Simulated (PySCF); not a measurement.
Geometries of 2 isomers of [C6H7O2Se]- (charge -1), from PBE0-D3(BJ)/def2-SVP geometry optimisation, gas phase (PySCF 2.14.0). One conformer each, no zero-point energy, no frequencies.

Question: Which isomer lies lower at this level?
A.
```xyz
16
angstrom
C      2.496   -0.713    0.299
Se     1.415    0.625    1.210
C     -0.183    0.580    0.109
C     -0.784   -0.650   -0.181
C     -0.600   -1.875    0.521
O     -1.135   -2.954    0.271
C     -0.584    1.856   -0.297
C     -1.869    2.165   -0.839
O     -2.245    3.266   -1.237
H      2.113   -1.728    0.469
H      3.516   -0.630    0.705
H      2.511   -0.500   -0.778
H     -1.526   -0.677   -0.987
H      0.099   -1.795    1.400
H      0.101    2.700   -0.173
H     -2.582    1.297   -0.868
```
B.
```xyz
16
angstrom
C      3.325   -0.019   -0.132
Se     2.102   -0.544    1.271
C      0.447    0.155    0.318
O      0.591    0.673   -0.772
C     -0.710   -0.068    1.095
C     -2.005    0.305    0.708
C     -2.462    0.936   -0.435
C     -3.856    1.208   -0.586
O     -4.428    1.754   -1.522
H      2.672    0.447   -0.893
H      3.841   -0.891   -0.558
H      4.061    0.710    0.234
H     -0.570   -0.564    2.058
H     -2.791    0.054    1.438
H     -1.769    1.230   -1.226
H     -4.465    0.853    0.302
```

Answer: B. That is `C(/C=C\C(=O)[Se]C)=C\[O-]`, 16.7 kcal/mol below the other.

```json
{"SMILES": "C[Se]C(=O)/C=C\\C=C\\[O-]", "atoms numbered as above": "[CH3:1][Se:2][C:3](=[O:4])/[CH:5]=[CH:6]\\[CH:7]=[CH:8]\\[O-:9]", "E (Eh)": "-2783.61315", "relative (kcal/mol)": "0.0", "relative (kJ/mol)": "0.0", "dipole about centre of mass (D)": "8.66"}
{"SMILES": "C[Se]C(/C=C/[O-])=C/C=O", "atoms numbered as above": "[CH3:1][Se:2][C:3](/[CH:4]=[CH:5]/[O-:6])=[CH:7]/[CH:8]=[O:9]", "E (Eh)": "-2783.58654", "relative (kcal/mol)": "16.7", "relative (kJ/mol)": "69.8", "dipole about centre of mass (D)": "7.28"}
```
